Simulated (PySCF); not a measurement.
Isomers of C6H10F2O2, mass 152.065 u with the commonest isotopes. Theory: PBE0/pcSseg-1 in PySCF (dipole) on a GFN2-xTB geometry, gas phase. One conformer each, none proved a minimum here; rigid rotors.

**Question.** Order these by radius of gyration √(Σ m r²/M), smallest first.
A. `[CH3:1][CH2:2][C@@H:3]([O:4][CH3:5])[C@H:6]([F:7])[C:8](=[O:9])[F:10]` with C1–C2–C3–O4 -57°, C2–C3–O4–C5 -158°, C2–C3–C6–F7 164°, C3–C6–C8–O9 80°
B. `[CH2:1]=[C:2]([O:3][CH:4]([CH3:5])[CH3:6])[O:7][CH:8]([F:9])[F:10]` with C1–C2–O3–C4 -4°, C2–O3–C4–C5 82°, C1–C2–O7–C8 -179°, C2–O7–C8–F9 165°
C. `[CH3:1][CH2:2][C@@H:3]1[CH2:4][O:5][C@@H:6]([CH:7]([F:8])[F:9])[O:10]1` with C1–C2–C3–C4 -76°, O5–C6–C7–F8 -161°, C2–C3–C4–O5 -111°, C3–C4–O5–C6 -24°, C4–O5–C6–C7 -90°, O5–C6–O10–C3 -27°

**Answer.** A (2.174 Å), C (2.252 Å), B (2.343 Å).

**Question.** Order these by rotational constant A, smallest first.
A. `[CH2:1]=[C:2]([O:3][CH:4]([CH3:5])[CH3:6])[O:7][CH:8]([F:9])[F:10]` with C1–C2–O3–C4 -4°, C2–O3–C4–C5 82°, C1–C2–O7–C8 -179°, C2–O7–C8–F9 165°
B. `[CH3:1][CH2:2][C@@H:3]([O:4][CH3:5])[C@H:6]([F:7])[C:8](=[O:9])[F:10]` with C1–C2–C3–O4 -57°, C2–C3–O4–C5 -158°, C2–C3–C6–F7 164°, C3–C6–C8–O9 80°
C. `[CH3:1][CH2:2][C@@H:3]1[CH2:4][O:5][C@@H:6]([CH:7]([F:8])[F:9])[O:10]1` with C1–C2–C3–C4 -76°, O5–C6–C7–F8 -161°, C2–C3–C4–O5 -111°, C3–C4–O5–C6 -24°, C4–O5–C6–C7 -90°, O5–C6–O10–C3 -27°

**Answer.** B (1672 MHz), A (2190 MHz), C (2864 MHz).

**Question.** Order these by rotational constant B, smallest first.
A. `[CH3:1][CH2:2][C@@H:3]1[CH2:4][O:5][C@@H:6]([CH:7]([F:8])[F:9])[O:10]1` with C1–C2–C3–C4 -76°, O5–C6–C7–F8 -161°, C2–C3–C4–O5 -111°, C3–C4–O5–C6 -24°, C4–O5–C6–C7 -90°, O5–C6–O10–C3 -27°
B. `[CH3:1][CH2:2][C@@H:3]([O:4][CH3:5])[C@H:6]([F:7])[C:8](=[O:9])[F:10]` with C1–C2–C3–O4 -57°, C2–C3–O4–C5 -158°, C2–C3–C6–F7 164°, C3–C6–C8–O9 80°
C. `[CH2:1]=[C:2]([O:3][CH:4]([CH3:5])[CH3:6])[O:7][CH:8]([F:9])[F:10]` with C1–C2–O3–C4 -4°, C2–O3–C4–C5 82°, C1–C2–O7–C8 -179°, C2–O7–C8–F9 165°

**Answer.** A (752.0 MHz), C (770.0 MHz), B (1080 MHz).

```tsv
SMILES	point group	Ia (u·Å²)	Ib (u·Å²)	Ic (u·Å²)	κ	μa (D)	μb (D)	μc (D)
C=C(OC(C)C)OC(F)F	C1	230.75	656.36	783.09	-0.84	4.11	0.31	0.82
CC[C@@H](OC)[C@H](F)C(=O)F	C1	302.26	468.06	666.82	-0.30	2.35	0.77	0.35
CC[C@@H]1CO[C@@H](C(F)F)O1	C1	176.45	672.06	693.58	-0.98	1.92	1.16	0.85
```
